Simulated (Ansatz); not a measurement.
## Relative stability

The two ends of one reaction step of BH2ClO2, singlet (PBE0-D4/def2-TZVP).

A:

B1  (0.101, 0.220, -0.080)
O2  (-0.015, -0.824, 0.779)
O3  (-0.672, 0.305, -1.182)
H4  (-1.275, -0.440, -1.257)
Cl5  (1.274, 1.514, 0.214)
H6  (0.586, -0.775, 1.525)
(Å)

B:

B1  (0.106, 0.626, -0.513)
O2  (-0.001, -0.837, 0.311)
O3  (-0.712, 0.707, -1.430)
H4  (-0.864, -1.186, 0.045)
Cl5  (1.388, 1.507, 0.314)
H6  (0.083, -0.817, 1.273)
(Å)

Program: Ansatz 0.2.0. Basis: def2-TZVPP. Cores are frozen in the correlated methods. B3LYP uses VWN-RPA correlation.

(1) Which structure is lower at CCSD(T), and by how much? (To be estimated.)

The T1 diagnostic stays at or below 0.014.

## Answers

(1) By the calculation: A, by 47.69 kcal/mol (electronic energy, against the other). By their contacts, A is BH₂ClO₂ ([OH][B]([OH])[Cl]) and B is BH₂ClO₂ ([O][B]([OH2])[Cl]).

All methods give the same order:

```json
{"method": "SPW92", "E(B) − E(A) (kcal/mol)": "46.40"}
{"method": "PBE-D4", "E(B) − E(A) (kcal/mol)": "44.54"}
{"method": "BLYP-D4", "E(B) − E(A) (kcal/mol)": "43.51"}
{"method": "r2SCAN-D4", "E(B) − E(A) (kcal/mol)": "47.49"}
{"method": "B97M-V", "E(B) − E(A) (kcal/mol)": "48.13"}
{"method": "PBE0-D4", "E(B) − E(A) (kcal/mol)": "48.21"}
{"method": "B3LYP-D4", "E(B) − E(A) (kcal/mol)": "46.75"}
{"method": "r2SCAN0-D4", "E(B) − E(A) (kcal/mol)": "49.88"}
{"method": "BHLYP-D4", "E(B) − E(A) (kcal/mol)": "50.73"}
{"method": "CAM-B3LYP-D4", "E(B) − E(A) (kcal/mol)": "48.26"}
{"method": "wB97X-V", "E(B) − E(A) (kcal/mol)": "48.49"}
{"method": "wB97M-V", "E(B) − E(A) (kcal/mol)": "47.49"}
{"method": "B2PLYP", "E(B) − E(A) (kcal/mol)": "46.76"}
{"method": "PBE-QIDH", "E(B) − E(A) (kcal/mol)": "49.38"}
{"method": "RPA on PBE", "E(B) − E(A) (kcal/mol)": "46.54"}
{"method": "HF", "E(B) − E(A) (kcal/mol)": "54.82"}
{"method": "MP2", "E(B) − E(A) (kcal/mol)": "46.67"}
{"method": "CCSD", "E(B) − E(A) (kcal/mol)": "49.18"}
{"method": "CCSD(T)", "E(B) − E(A) (kcal/mol)": "47.69"}
```

Labels in which every atom is bracketed show which atoms are joined, not bond orders.

For scale, one of the runs: CCSD(T)/def2-TZVPP, 163 basis functions, launched by `ansatz run in.yaml --threads 2 --pin off --events-out ev --progress --plain --max-ram 4352MiB`. Hardware: 2 CPU threads of an Intel Xeon 6975P-C, shared host. Wall time 13 s; peak host memory 1.4 GiB.
